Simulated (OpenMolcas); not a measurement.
**Mn⁴⁺: effect of the active space**

```
Program             : OpenMolcas 26.06
Method              : MS-CASPT2 or its RAS form, IPEA 0.25 Eh, imaginary shift 0.1 Eh
Basis               : ANO-RCC-VQZP
Scalar Hamiltonian  : DKH2, point nucleus
Spin-orbit coupling : state interaction with AMFI integrals over the reference wave functions, term energies averaged over their components
```

A. 3 electrons in 5 orbitals (3d); 2S+1 = 4 even, 10 roots; 2S+1 = 2 even, 40 roots; closed shells correlated: 3s 3p; CASPT2 step of the order of 22 core-seconds
B. 9 electrons in 8 orbitals (RAS1 3p, at most 2 holes; RAS2 3d); 2S+1 = 4 even, 10 roots; 2S+1 = 2 even, 40 roots; closed shells correlated: 3s; CASPT2 step roughly 60 core-seconds
C. 3 electrons in 10 orbitals (3d 4d); 2S+1 = 4 even, 10 roots; 2S+1 = 2 even, 40 roots; closed shells correlated: 3s 3p; CASPT2 step of the order of 8 core-minutes

Energies in cm-1 above 3d3 4F 3/2, the measured ground level; measured values from Corliss and Sugar, J. Phys. Chem. Ref. Data 6, 1253 (1977).

```
               Level      A      B      C  Measured
          3d3 4F 3/2    0.0    0.0    0.0       0.0
          3d3 4F 5/2    363    374    365       359
          3d3 4F 7/2    854    881    861       835
          3d3 4F 9/2   1460   1505   1473      1412
          3d3 4P 1/2  17050  17210  17140     16434
          3d3 4P 3/2  17190  17350  17290     16595
          3d3 4P 5/2  17630  17810  17740     17049
          3d3 2G 7/2  17830  18240  18080     17892
          3d3 2G 9/2  18340  18760  18610     18399
   3d3 2P 3/2 [65 %]  23270  23520  23410     22919
          3d3 2P 1/2  23380  23550  23460     23082
3d3 2D 3/2(1) [66 %]  25010  25440  25250     24670
       3d3 2D 5/2(1)  25040  25580  25360     24630
          3d3 2H 9/2  25160  25250  25460     24975
         3d3 2H 11/2  25550  25640  25870     25334
          3d3 2F 7/2  41120  41370  41410     40423
          3d3 2F 5/2  41340  41590  41630     40707
       3d3 2D 5/2(2)  64590  64190  64950     62608
       3d3 2D 3/2(2)  64860  64450  65170     62854
```

Deviations, from unrounded energies. A percentage is the sum of absolute deviations over the sum of measured energies, with the sign that they share, or ± where signs differ.

| Against measurement | Levels | A | B | C |
| --- | --- | --- | --- | --- |
| mean absolute deviation (cm-1) | 18 | 510 | 640 | 690 |
| fine structure of the ground term (%) | 3 | +2.7 | +5.9 | +3.6 |
| other terms of the ground configuration (%) | 15 | ±2.1 | +2.6 | +2.8 |

A lies closest to measurement on these levels and C furthest from it. The largest miss of A in the table is 3d3 2D 3/2(2), by +2000 cm-1. The ranking rests on the paired levels alone, and a cruder setting can come out closer through cancelling errors.

The two smallest mean deviations differ by little beside CASPT2's spread within terms, so their order carries little weight.

Among A to C the level of the table that moves most is 3d3 2D 5/2(2), by 760 cm-1 (lowest in B, highest in C). Moves below CASPT2's spread within the term are not significant.

Term energies are means over components that CASPT2 splits; among the terms shown or strongly mixed into the levels shown the widest spread is 1200 cm-1 (3d3 4F, B). Active for correlation alone: 3p; no level in the range computed is led by a configuration that opens it, so any true level of that kind is missing (holds for B). The CASPT2 spread within a term exceeds the gap to the next term for 3d3 2D(1) and 3d3 2H, so the order of their levels is uncertain (holds for B; C). Active for correlation alone: 4d; no level in the range computed is led by a configuration that fills it, so any true level of that kind is missing (holds for C). Computed and measured levels are paired by configuration, term and J; levels that our copy of the source lacks, or whose pairing is in doubt (as where it misses far off the trend of its configuration), stay unpaired and out of the deviations. Only configurations of the active space appear.

A share in square brackets marks a mixed level and gives the weight of the term that names it, the lowest over the columns. A number in round brackets counts repeated terms of one configuration in the order of the reference energies.
